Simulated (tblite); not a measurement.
C2H9GeNS.
Structure used (GFN2-xTB), in Å, numbered top down from 1:
```
atom  x, y, z in Å
C1    -1.476   -0.959    0.441
N2    -0.364   -0.042    0.577
C3    -0.794    1.341    0.563
Ge4    1.265   -0.543   -0.065
S5     2.712    0.933    0.704
H6    -2.179   -0.802    1.263
H7    -2.017   -0.823   -0.504
H8    -1.108   -1.983    0.487
H9    -1.304    1.614   -0.369
H10   -1.486    1.513    1.392
H11    0.069    1.993    0.695
H12    1.440   -0.644   -1.587
H13    1.484   -1.927    0.509
H14    3.758    0.331    0.153
```

Computed values, GFN2-xTB/tblite, gas phase, harmonic and unscaled. This tight-binding method is rough: wavenumbers can miss measured ones by several per cent, in bad cases by 10 to 20. Modes of hydrogen on germanium and sulfur can be 10 to 20 % off. One conformer, not necessarily the lowest.

Harmonic wavenumbers (cm⁻¹): 46.0, 105.5, 118.6, 168.6, 222.2, 262.6, 272.6, 327.8, 394.6, 435.5, 533.2, 558.8, 662.1, 706.0, 827.0, 978.6, 1054.4, 1091.0, 1128.7, 1189.4, 1241.4, 1417.1, 1426.7, 1472.2, 1479.7, 1499.8, 1507.9, 1720.8, 1891.8, 2432.7, 2884.4, 2887.2, 2954.4, 2957.2, 2996.5, 3006.5.

A = 4357, B = 1673, C = 1284 MHz; mass 152.967 u (most abundant isotopes); point group C1, symmetry number 1.

**Question.** What is the zero-point energy?

**Answer.** Half the sum of the wavenumbers: 22430 cm⁻¹ = 268.32 kJ/mol.

**Question.** Give the ideal-gas entropy at 298.15 K and 1 bar in the rigid-rotor, harmonic-oscillator model (classical rotation).

**Answer.** Translation 171.59, rotation 116.86, vibration 102.83: S = 391.3 J/(mol K).

**Question.** And Cp and H(298.15 K) − H(0)?

**Answer.** Cp = 135.15 J/(mol K), of which vibrations give 101.89 (their classical limit is 36 R = 299.3); H(298.15 K) − H(0) = 26.17 kJ/mol without the zero-point energy, 16.25 from vibrations.

**Question.** Blend soft modes into free rotors: weight 1/[1 + (100 cm⁻¹/ν̃)⁴] for the oscillator and the rest for a rotor with moment μB/(μ + B), μ = h/(8π²ν), B = 10⁻⁴⁴ kg m². What vibrational entropy results?

**Answer.** 95.80 J/(mol K) in place of 102.83, which changes −T·S at 298.15 K by +2.09 kJ/mol.

**Question.** How do the functions run with temperature in this model?

**Answer.** 
```tsv
T (K)	S (J/(mol K))	Cp (J/(mol K))	H − H(0) (kJ/mol)	G − H(0) (kJ/mol)	ln q(vib)
100	281.2	72.9	5.10	-23.02	1.37
200	343.1	107.7	14.22	-54.39	3.61
300	392.1	135.6	26.42	-91.22	5.85
500	473.1	183.4	58.51	-178.02	10.06
800	571.0	233.2	121.58	-335.18	15.75
1000	625.5	255.6	170.57	-454.95	19.18
```

q(vib) and H(0) count from the zero-point level.

Hindered rotation and anharmonicity are outside this model. Other conformers, if any are populated, would add a mixing term that is left out. The structure is chiral; the term R ln 2 for an equal mix with its mirror image is left out.

The run took 0.63 s on an Arm Neoverse N1 with one thread, no GPU, on a shared host. This covers the Hessian and the dipole derivatives.
